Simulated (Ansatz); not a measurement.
Species: sum formula SiOF$_{2}$, net charge 0, singlet state. SMILES: [Si](F)(F)=O
Geometry: optimised at B3LYP-D3(BJ)/def2-TZVP (Ansatz, an electronic-structure program).

Quantity: atomisation energy (electronic, to ground-state atoms), in eV. Valence correlation only, unless marked. Open shells are spin-unrestricted. Spin-orbit coupling is left out. No relativistic terms. The coupled-cluster limit lacks core correlation, which all-electron functionals hold. Basis-set limits of correlation are two-point, X^-3; Hartree-Fock from the larger set.

```
level                         program  atomisation energy (eV)
---------------------  --------------  -----------------------
HF/cc-pV(T+d)Z                 Ansatz                    12.15
HF/cc-pV(Q+d)Z                 Ansatz                    12.32
PBE-D3(BJ)/def2-TZVPD  Ansatz + dftd3                    18.69
revPBE-D4/def2-TZVPD   Ansatz + dftd4                    17.96
```

Task: Estimate the value at CCSD(T)/CBS(cc-pV(T+d)Z,cc-pV(Q+d)Z) as computed with Ansatz.

Result: 18.46 eV, so revPBE-D4/def2-TZVPD differs from it by -0.50 eV.
